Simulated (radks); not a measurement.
Values are calculated unless marked as measured or tabulated.
Ionisation of Sn2+, [Kr] 4d10 5s2, to Sn3+, [Kr] 4d10 5s1, under several functionals. Dirac Kohn-Sham, spin-unpolarised, spherical densities, finite nucleus; a radial shooting solver on a logarithmic mesh with Libxc functionals.

functional                               E(Sn2+) (hartree)  Exc (hartree)  IE (eV)  -e(HOMO) (eV)  <r> HOMO (bohr)  IE error (eV)
LDA (Slater exchange, VWN5 correlation)        -6172.73679     -159.36944   31.447         26.526            2.205         +0.941
HCTH/407                                       -6181.99947     -168.91683   30.933         26.096            2.216         +0.427
XLYP                                           -6179.25267     -165.96469   31.117         26.165            2.224         +0.611
BLYP                                           -6178.70504     -165.41011   31.090         26.145            2.221         +0.584
AM05                                           -6172.96760     -159.61040   30.983         26.116            2.207         +0.477
exchange-only PBE                              -6175.48457     -162.15308   30.171         25.231            2.241         -0.335
RPBE                                           -6178.40793     -165.12367   30.763         25.909            2.221         +0.257
revPBE                                         -6178.31464     -165.02858   30.798         25.946            2.217         +0.292

NIST Atomic Spectra Database: 30.506 eV (measured). Closest: RPBE. The Delta-SCF values span 1.28 eV, the total energies 9.26 hartree. The highest occupied level is 5s1/2. Spin polarisation and multiplet splitting are left out, so open shells lie too high by an amount that depends on their filling.

Beside tabulated values, note that spin-unpolarised runs miss the spin-polarisation part of the exchange energy of open shells.
